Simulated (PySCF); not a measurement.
Job file and geometry (Å, from GFN2-xTB) of an NMR shielding run on CH$_{10}$B$_{2}$NP, GIAO PBE0/pcSseg-1 NMR shielding, non-relativistic, gas phase in PySCF; density fitting, a coarse starting grid and PySCF grid level 2 are the driver's defaults:

```
$ OMP_NUM_THREADS=1 python probes_run.py task.json out

{"job": {"kind": "nmr", "xc": "PBE0", "basis": "pcSseg-1"}, "charge": 0, "multiplicity": 1}
B     -2.528298    -0.397008     0.594433
P     -1.386159     1.021750     0.866225
B      0.763765    -0.638100    -1.942968
N      1.118379    -0.642640    -0.613552
C      2.065102     0.221712     0.051221
H     -3.454864    -0.529975     1.295277
H     -2.228471    -1.239549    -0.157127
H     -0.990357     1.363994    -0.407007
H     -2.244133     2.080509     1.074943
H      1.252489     0.148255    -2.662178
H     -0.019443    -1.422555    -2.323139
H      0.708519    -1.309171     0.026343
H      2.888234    -0.357404     0.480535
H      2.472591     0.928354    -0.668223
H      1.578232     0.779819     0.857647
```

Problem. What does the program print?

Solution. 
```
coarse grid: 12144 points
cycle   1  E = -489.4990548624  dE =  7.937e-02  |g| = 3.067e-01  |ddm| = 3.070e+00
cycle   2  E = -489.5055326852  dE = -6.478e-03  |g| = 2.899e-01  |ddm| = 6.028e-01
cycle   3  E = -489.5270471571  dE = -2.151e-02  |g| = 6.688e-02  |ddm| = 2.964e-01
cycle   4  E = -489.5279775706  dE = -9.304e-04  |g| = 2.201e-02  |ddm| = 5.690e-02
cycle   5  E = -489.5280849041  dE = -1.073e-04  |g| = 4.724e-03  |ddm| = 1.743e-02
cycle   6  E = -489.5280913063  dE = -6.402e-06  |g| = 1.768e-03  |ddm| = 7.509e-03
final grid: 110264 points
cycle   7  E = -489.5535148183  dE = -3.723e-05  |g| = 7.582e-03  |ddm| = 2.789e-02
cycle   8  E = -489.5535071236  dE =  7.695e-06  |g| = 9.252e-03  |ddm| = 1.552e-02
cycle   9  E = -489.5535312797  dE = -2.416e-05  |g| = 1.052e-03  |ddm| = 9.027e-03
cycle  10  E = -489.5535315245  dE = -2.448e-07  |g| = 2.500e-04  |ddm| = 7.568e-04
cycle  11  E = -489.5535315383  dE = -1.374e-08  |g| = 7.000e-05  |ddm| = 2.762e-04
cycle  12  E = -489.5535315398  dE = -1.590e-09  |g| = 1.734e-05  |ddm| = 9.492e-05
cycle  13  E = -489.5535315399  dE = -7.526e-11  |g| = 4.397e-06  |ddm| = 1.704e-05
converged SCF energy = -489.5535315399

GIAO shielding tensors (ppm)
atom      isotropic    diamagn.    paramagn.     s11        s22        s33       span
  0 B        9.527     198.731    -189.204   -102.425    -15.518    146.525    248.950
  1 P      475.851     970.699    -494.848    349.503    503.501    574.550    225.047
  2 B       63.628     198.320    -134.692     27.624     44.837    118.423     90.799
  3 N      126.946     322.986    -196.040      1.805    158.448    220.585    218.780
  4 C      146.888     245.090     -98.202    127.434    129.466    183.764     56.330
  5 H       22.790      30.092      -7.302     13.327     27.404     27.638     14.311
  6 H       22.786      31.776      -8.990     12.624     26.936     28.799     16.176
  7 H       28.329      33.499      -5.171     23.226     27.732     34.028     10.803
  8 H       28.418      30.337      -1.918     23.602     25.915     35.738     12.136
  9 H       26.906      31.696      -4.790     24.149     27.582     28.987      4.838
 10 H       26.874      31.829      -4.955     24.602     27.029     28.993      4.391
 11 H       27.104      35.302      -8.198     23.486     26.946     30.879      7.393
 12 H       28.549      27.707       0.842     24.151     26.591     34.906     10.755
 13 H       28.618      29.639      -1.021     25.921     27.107     32.825      6.904
 14 H       28.063      30.639      -2.577     22.904     28.878     32.407      9.503
```

Size and cost of the density-fitted run: 142 basis functions, 28 s wall time on 1 thread of an Arm Neoverse N1, shared host; peak memory 0.69 GiB.
